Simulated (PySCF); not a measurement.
A structure optimised at B3LYP-D3(BJ)/def2-SVP, used in a PySCF frequency run:

```xyz
12

C      2.0767    -0.8393    -0.3900
C      0.6994    -0.5442     0.1325
F      0.7295    -0.1162     1.4308
C     -0.5135    -1.3424    -0.2523
C     -0.3528     0.0794    -0.7425
Cl    -1.3844     1.3572    -0.0927
H      2.0365    -1.1539    -1.4429
H      2.7119     0.0570    -0.3152
H      2.5414    -1.6476     0.1964
H     -1.2466    -1.4934     0.5439
H     -0.4219    -2.1598    -0.9736
H     -0.1108     0.2503    -1.7947
```

Task: Write its SMILES and formula.

Result: C[C@]1(F)C[C@H]1Cl, C₄H₆ClF

Task: What are its rotational constants (standard atomic weights)?

Result: 5.2377, 1.9136, 1.7491 GHz
